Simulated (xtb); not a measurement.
B(CCH)(H)2 (C2H3B), SMILES BC#C. All values are semi-empirical tight-binding results from xtb (GFN2-xTB unless named), good for trends rather than for accurate numbers. The structure is a stationary point at GFN2-xTB.

Optimised geometry:

Bonded distances (Å): B1–C2 1.497, B1–H5 1.170, B1–H6 1.170, C2–C3 1.207, C3–H4 1.052. Bond angles (°): C2–B1–H5 119.5, C2–B1–H6 119.5, H5–B1–H6 121.0, B1–C2–C3 179.2, C2–C3–H4 179.8.

```
Quantity                                         Result
----------------------------------------  -------------
point group as xtb finds it                         C2v
orbital gap                                     3.43 eV
dipole moment                                    0.56 D
zero-point energy                         23.6 kcal/mol
G − E(el) at 298.15 K (modified RRHO)      8.8 kcal/mol
static polarisability (D4 model)             34.8 bohr³
solvation energy, GFN2-xTB/ALPB(water)    -1.4 kcal/mol
solvation energy, GFN2-xTB/ALPB(octanol)  -3.1 kcal/mol
```

**Question.** Give the IR lines (harmonic; lines under 4 % of the strongest left out, lines within 3 cm⁻¹ merged). (The exact figures need the calculation; the answer reports its results.)

**Answer.** ν (cm⁻¹): 634 (w), 807 (vs), 842 (w), 1184 (m), 2188 (m), 2633 (s), 2668 (s) (against the strongest line: vs over 80 %, s over 45 %, m over 15 %, w over 4 %, vw less)

**Question.** Give the atomic charges and the Wiberg bond orders between heavy atoms. (The exact figures need the calculation; the answer reports its results.)

**Answer.** charges (e) B1 0.24, C2 -0.09, C3 -0.07, H4 0.07, H5 -0.08, H6 -0.08. Bond orders B1–C2 1.11, C2–C3 2.82.
